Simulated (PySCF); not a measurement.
C5H7ClFO (doublet state).
Cartesian coordinates in Å at the GFN2-xTB level; atoms count from 1:
```
atom  x, y, z in Å
F1    -3.2604   -0.0434    1.0954
C2    -2.1435   -0.5036    0.5102
C3    -1.5260    0.1684   -0.4410
C4    -0.2828   -0.3197   -1.1237
O5     0.7622    0.6274   -1.0998
C6     1.2781    0.9239    0.2001
C7     1.9690   -0.2076    0.8592
Cl8    3.4871   -0.6979    0.3105
H9    -1.8525   -1.4680    0.9022
H10   -1.9000    1.1307   -0.7589
H11   -0.4870   -0.4682   -2.1890
H12    0.0415   -1.2748   -0.6876
H13    0.4641    1.2702    0.8516
H14    1.9739    1.7467    0.0103
H15    1.4719   -0.8761    1.5386
```

The hyperfine couplings belong to this conformer and change with its torsions.

Identity: `C(/F)=C\COC[CH]Cl` [radical].

Computed, not measured: UKS B3LYP, pcH-1 on C Cl F H O, non-relativistic, mean-field spin-orbit, GIAO in PySCF 2.14.0. One conformer (not necessarily the lowest) at the GFN2-xTB geometry, without solvent, vibrations or thermal averaging. A GFN2-xTB geometry isn't a minimum of the functional, and hyperfine couplings can be far from their values at a DFT geometry. No stability test was run, so a lower SCF solution isn't excluded.

Task: What is the g tensor, term by term?

Result: 
| Δg (ppt) | 1 | 2 | 3 |
| --- | --- | --- | --- |
| relativistic mass correction | -0.19 | -0.19 | -0.19 |
| gauge correction | 0.00 | 0.04 | 0.03 |
| orbital Zeeman/spin–orbit | -0.54 | 6.45 | 7.64 |
| total | -0.73 | 6.31 | 7.49 |

So g = 2.00159, 2.00863, 2.00981 and g_iso = 2.00668; the tensor is close to axial: the two nearest values differ by 14 % of g3 − g1. Axes: g3 points within 15° of the C6–C7 bond.

Task: Average each term over the three axes. Which is largest in size?

Result: The orbital-Zeeman/spin–orbit term 4.52, the mass correction -0.19 and the gauge correction 0.03 ppt, for a total of 4.36 ppt. The orbital-Zeeman/spin–orbit term is the largest in size. The mass correction is the same along every axis, so the anisotropy comes from the other two: their spans along these axes are 0.04 (gauge) and 8.18 ppt (orbital Zeeman/spin–orbit).

Task: What are the electron Larmor frequencies g μB B/h along the three axes at 350 mT?

Result: 9.8052, 9.8396, 9.8454 GHz for g1, g2 and g3, a range of 40.2 MHz.

Task: In a frozen sample, at which fields do the three g values resonate at 9.5, 34, 94 and 263 GHz (hyperfine left aside), and which band first spreads them over more than twice a line width of 0.5 mT?

Result: 
```tsv
band	GHz	B(g3) mT	B(g2) mT	B(g1) mT	spread mT
X	9.5	337.72	337.92	339.11	1.39
Q	34.0	1208.69	1209.39	1213.64	4.96
W	94.0	3341.66	3343.62	3355.37	13.71
J	263.0	9349.53	9355.02	9387.90	38.36
```

The spread grows in proportion to the frequency. X band is the first where it exceeds 1.0 mT.

The largest Mulliken spin populations are on C7 (+0.92) and Cl8 (+0.11). No atom but C7 exceeds +0.15. The angles at C7 add up to 358.7°, so it is planar; its axial dipolar tensor and the negative coupling of its proton fit spin in a p orbital normal to that plane.

The HOMO–LUMO gaps are 5.84 eV among the α and 5.00 eV among the β orbitals.
